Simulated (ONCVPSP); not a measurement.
What one change does to a pseudopotential (Lu, ONCV)

lutetium, optimised norm-conserving Vanderbilt (ONCV), made with ONCVPSP 4.0.1 (LDA (Perdew-Zunger), scalar-relativistic). Core [Kr] 4d10 4f14, reference 5s2 5p6 5d2 6s1. Waves: 5s+6s: rc 2.25 bohr, ncon 4, nbas 7, qcut 7 1/bohr, 2 projectors; 5p: rc 1.90 bohr, ncon 4, nbas 8, qcut 7.5 1/bohr, 1 projector; 5d: rc 2.90 bohr, ncon 5, nbas 9, qcut 6.6 1/bohr, 2 projectors, debl 4 Ha; f scattering state at 0.02 Ha: rc 2.45 bohr, ncon 4, nbas 9, qcut 4.1 1/bohr, 2 projectors, debl 2.9 Ha. Local part: polynomial inside 1.55 bohr (lpopt 5, dvloc0 1 Ha). Core correction: polynomial model core, fcfact 0.55.

All-electron outer shells of the reference configuration (LDA (Perdew-Zunger), scalar-relativistic, ld1.x):

```json
{"shell": "5s", "level (eV)": "-60.16", "outermost node (bohr)": "0.57", "outermost maximum (bohr)": "1.04"}
{"shell": "5p", "level (eV)": "-30.83", "outermost node (bohr)": "0.61", "outermost maximum (bohr)": "1.19"}
{"shell": "4f", "level (eV)": "-8.82", "outermost node (bohr)": "–", "outermost maximum (bohr)": "0.47"}
{"shell": "6s", "level (eV)": "-4.59", "outermost node (bohr)": "1.42", "outermost maximum (bohr)": "3.08"}
{"shell": "5d", "level (eV)": "-1.49", "outermost node (bohr)": "0.68", "outermost maximum (bohr)": "1.92"}
```

Change: s: qcut 5.4.

Cutoffs: the cutoffs (Ha) at which the residual kinetic energy of the hardest occupied pseudo-wave falls to 1 and 0.1 mHa per electron; they do not see the model core or the augmentation charge, which bear on the density cutoff. Errors are all-electron minus pseudo energies relative to the spin-unpolarised reference configuration.

Question: Predict the effect on cutoff, ghosts and configuration errors.

Answer: The potential gets neither clearly harder nor softer (16 Ha and 21 Ha → 16 Ha and 21 Ha); the p channel sets the loose cutoff, while the largest relative change is in s, which becomes softer; of the 3 tests that both files solve, the error grows in 1 and shrinks in 0 by more than 15 % and 0.3 meV (median size 9.8 → 9.8 meV); neither file shows a bound ghost.

| quantity | base | changed |
| --- | --- | --- |
| cutoff, loose | 16 Ha | 16 Ha |
| cutoff, tight | 21 Ha | 21 Ha |
| loose cutoff by channel | s 13 Ha, p 16 Ha, d 10 Ha | s 7.9 Ha, p 16 Ha, d 10 Ha |
| bound ghosts | none | none |
| GHOST(+) flags under 300 eV | none | none |
| tests with a reliable result | 3 of 4 | 3 of 4 |
| error for 5s2 5p6 5d1 6s2, meV [ΔE -3.00 eV] | -2.0 | -2.9 |
| error for 5s2 5p6 5d1 6s1, meV [ΔE 4.58 eV] | -9.8 | -9.8 |
| error for 5s2 5p6 5d0 6s2, meV [ΔE 2.49 eV] | -46 | -48 |
| s: phases at 2.28 bohr within 0.05 rad from the reference energy up to (Ha; the scan ends near 5) | 4.1 | 3.4 |
| p: phases at 1.93 bohr within 0.05 rad from the reference energy up to (Ha; the scan ends near 5) | 1.1 | 1.1 |
| d: phases at 2.95 bohr within 0.05 rad from the reference energy up to (Ha; the scan ends near 5) | to the end of the scan | to the end of the scan |
| f: phases at 2.48 bohr within 0.05 rad from the reference energy up to (Ha; the scan ends near 5) | 0.3 | 0.3 |
| rms error of d²Exc/dni dnj with the model core, mHa | 0.41 | 0.59 |

Base: The cutoffs count occupied waves only; projector 2 of the f channel, the hardest unoccupied one, needs 91 Ha at the loose tolerance. Changed file: The cutoffs count occupied waves only; projector 2 of the f channel, the hardest unoccupied one, needs 91 Ha at the loose tolerance.
